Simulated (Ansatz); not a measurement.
One change: `C[Si@H](O)N[Si@@H](O)F` becomes `C[SiH](O)N[SiH2]O`.

Ansatz, PBE0-D4/def2-TZVP geometries, multiplicity 1. Each molecule was computed in one conformer, which needn't be the lowest.

```tsv
property	`C[Si@H](O)N[Si@@H](O)F`
HOMO energy (B3LYP/def2-TZVPP) / eV	-7.82
LUMO energy (PBE0/def2-TZVPP) / eV	0.56
size of the dipole moment (B3LYP/def2-TZVPP) / D	0.99
size of the dipole moment (ωB97M-V/def2-TZVPP) / D	0.99
HOMO energy (PBE0/def2-TZVPP) / eV	-8.07
LUMO energy (ωB97M-V/def2-TZVPP) / eV	2.03
```

Problem. What does the change do to each property? (Estimate.)

Solution. The calculation gave: 
```tsv
property	`C[SiH](O)N[SiH2]O`	shift
HOMO energy (B3LYP/def2-TZVPP) / eV	-7.55	0.27
LUMO energy (PBE0/def2-TZVPP) / eV	0.42	-0.14
size of the dipole moment (B3LYP/def2-TZVPP) / D	1.49	0.50
size of the dipole moment (ωB97M-V/def2-TZVPP) / D	1.49	0.50
HOMO energy (PBE0/def2-TZVPP) / eV	-7.79	0.28
LUMO energy (ωB97M-V/def2-TZVPP) / eV	1.92	-0.11
```

With PBE0 the HOMO rises by 0.28 eV and the LUMO falls by 0.14 eV, so the gap narrows by about 0.42 eV. PBE moves the HOMO by 0.25 eV and ωB97M-V by 0.28 eV. Dipoles are sizes alone; their direction can turn.

B3LYP here is the variant with VWN-RPA as its local correlation; programs differ in this.
